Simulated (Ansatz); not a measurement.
`BrCBr` → Br₂ + `[CH2]` (triplet) at 298.15 K and 1 bar (formal loss of a carbene).

Gas-phase electronic energies from Ansatz, PBE0-D4/def2-TZVP geometries. CCSD(T)/CBS is the MP2 limit (def2-TZVPP, def2-QZVPP) plus CCSD(T) − MP2 in def2-TZVPP, frozen cores. This one scheme is used for every species. Triplets are unrestricted, without spin–orbit coupling. For Br outer-core shells are correlated without core-valence functions, which leaves a few kJ/mol of doubt a bond. Scalar relativity is left out up to krypton.

```tsv
species	CCSD(T)/CBS energy (Eh)	H − E (kJ/mol)	S (J/(mol·K))
`BrCBr`	-5185.88409	86.8	293.1
Br₂	-5146.62008	11.7	245.1
`[CH2]` (triplet)	-39.09499	55.4	195.3
```

H − E and S are ideal-gas, rigid-rotor, harmonic terms from PBE0-D4/def2-TZVP, with the whole ground term of open shells counted as degenerate. 1 Eh = 2625.50 kJ/mol, R = 8.31446 J/(mol·K).

By hand: ΔE, ΔH, ΔS and ΔG.

ΔE = (-5146.62008) + (-39.09499) − (-5185.88409) = 0.16902 Eh = 443.8 kJ/mol. Δ(H − E) = 11.7 + 55.4 − 86.8 = -19.7, so ΔH = 424.1 kJ/mol. ΔS = 245.1 + 195.3 − 293.1 = 147.3 J/(mol·K). ΔG = 424.1 − 298.15 × (147.3)/1000 = 380.2 kJ/mol.

By hand: the equilibrium constant, and the temperature at which ΔG would vanish if ΔH and ΔS stayed fixed.

log₁₀ K = −ΔG/(RT ln 10) = -66.6. ΔG = 0 at ΔH/ΔS = 2879 K, far beyond where these terms or the molecules hold.

The number of gas molecules changes by +1, which sets the sign of ΔS. A doubt of 5 kJ/mol in ΔE shifts log₁₀ K by 0.9 here. A triplet takes part, so the spin changes. These are equilibria of isolated gas molecules and say nothing of rates. Largest T1 diagnostic: 0.011 (customary marks: 0.02 for closed shells, 0.045 for open ones).
